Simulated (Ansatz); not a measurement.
Relaxing a trial structure of C3H5NOSi

The starting geometry of this gas-phase singlet was optimised with GFN2-xTB; its bonds are those of `N#C/C=C/[SiH2]O`.

```csv
atom,x (Å),y (Å),z (Å)
C,-0.3925,0.1151,-3.9147
C,-0.2863,0.6063,-2.5999
C,0.3654,-0.0462,-1.6353
N,-0.4738,-0.2919,-4.9849
O,-0.2758,1.9903,0.1062
Si,0.5294,0.5789,0.1287
H,-0.7684,1.5557,-2.4089
H,0.8296,-0.9933,-1.8810
H,1.9397,0.7884,0.4599
H,-0.0959,-0.3633,1.0584
H,-0.3618,2.5432,0.8769
```

Problem. Where would you expect an optimisation with B3LYP-D3(BJ)/def2-SVP to take it?

Solution. It keeps its bonds, and is `N#C/C=C/[SiH2]O`.

The energy falls by 0.10 eV over 7 steps:

```csv
step,E − E(last) (eV)
1,0.105
2,0.015
3,0.004
4,0.002
5,0.001
6,0.001
7,0.000
```

Final geometry (Å):

```json
{"atom": "C", "x (Å)": "-0.4000", "y (Å)": "0.1180", "z (Å)": "-3.9331"}
{"atom": "C", "x (Å)": "-0.2737", "y (Å)": "0.5924", "z (Å)": "-2.5875"}
{"atom": "C", "x (Å)": "0.3875", "y (Å)": "-0.0772", "z (Å)": "-1.6230"}
{"atom": "N", "x (Å)": "-0.5088", "y (Å)": "-0.2567", "z (Å)": "-5.0271"}
{"atom": "O", "x (Å)": "-0.3128", "y (Å)": "2.0353", "z (Å)": "0.0684"}
{"atom": "Si", "x (Å)": "0.5198", "y (Å)": "0.5899", "z (Å)": "0.1167"}
{"atom": "H", "x (Å)": "-0.7526", "y (Å)": "1.5534", "z (Å)": "-2.3684"}
{"atom": "H", "x (Å)": "0.8542", "y (Å)": "-1.0358", "z (Å)": "-1.8801"}
{"atom": "H", "x (Å)": "1.9545", "y (Å)": "0.7763", "z (Å)": "0.4856"}
{"atom": "H", "x (Å)": "-0.0819", "y (Å)": "-0.3767", "z (Å)": "1.0825"}
{"atom": "H", "x (Å)": "-0.3766", "y (Å)": "2.5641", "z (Å)": "0.8712"}
```

No frequencies were run, so the end isn't proven a minimum. Run with Ansatz 0.2.0, 20 s on 2 threads of Arm Neoverse V1, on a shared host.
